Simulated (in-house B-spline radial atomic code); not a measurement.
Atomic self-consistent-field run: Zn+. All numbers are computed (scalar-relativistic (X2C) Hartree-Fock, spin-polarised, averaged over the determinants with the given up and down occupations; Fermi nucleus of rms radius 3.9283 fm, inside a hard spherical wall at 2.68 bohr) with a radial B-spline atomic code at the basis-set limit, not measured.

Command:
```bash
python run_scf.py task.json out
```
Settings (nuclear radius in fm, mass in u):
```
Z                30
configuration    [Ar] 3d10 4p1
hamiltonian      x2c
method           hf
spin_polarised   True
nucleus          fermi
rms_radius       3.9283
atomic_mass      63.92914
speed_of_light   137.035999084
wall_radius      2.68
```

Output (hartree, bohr):
```
 radial grid: 60 intervals, B-splines of order 8, outer radius 2.68 bohr

 iter        energy (Eh)    residual
    1      -1792.1757958    4.03e-01
    2      -1792.5772881    5.04e-02
    3      -1792.6557595    1.62e-02
    4      -1792.6564343    7.21e-03
    5      -1792.6566195    6.56e-04
    6      -1792.6566249    1.33e-04
    7      -1792.6566258    5.36e-05
    8      -1792.6566259    3.72e-05
    9      -1792.6566260    3.52e-06
   10      -1792.6566260    4.05e-08

 total energy                    -1792.656626
 kinetic                           1831.95909
 electron-nucleus                 -4334.17636
 electron-electron                  709.56064

 orbital      occ     eigenvalue          <r>       <r^2>       <1/r>       r_max
 1s up      1.000     -357.53474    0.0499221  0.00336551     30.7639     0.03251
 1s down    1.000     -357.52423    0.0499209  0.00336533     30.7645     0.03251
 2s up      1.000      -45.30358     0.225003   0.0598004     6.70241      0.1887
 2s down    1.000      -45.29903     0.224991   0.0597907     6.70234      0.1887
 2p up      3.000      -39.11576     0.197962   0.0480572      6.4713      0.1521
 2p down    3.000      -39.10473     0.198003   0.0480772     6.47001      0.1521
 3s up      1.000       -5.83684     0.684232    0.541059     2.08227      0.5895
 3s down    1.000       -5.81864     0.684407    0.540999     2.08011        0.59
 3p up      3.000       -3.93595     0.719167    0.610435     1.91271      0.5961
 3p down    3.000       -3.91217     0.718624    0.608601     1.91185       0.597
 3d up      5.000       -0.81973     0.846194    0.892333     1.53903      0.5799
 3d down    5.000       -0.80604     0.837539    0.872644      1.5504       0.579
 4p up      1.000        0.55577      1.62256     2.87644    0.817429       1.728
```

Time taken, with all properties: 0.2 s on 1 thread of Arm Neoverse V1 (shared host).

One-electron X2C: radii and densities carry no picture-change correction, so inner-shell <1/r> comes out high (for 1s by about 2 % at Z = 33, 5 % at 54, 10 % at 75, 30 % at 118) and <r> low.
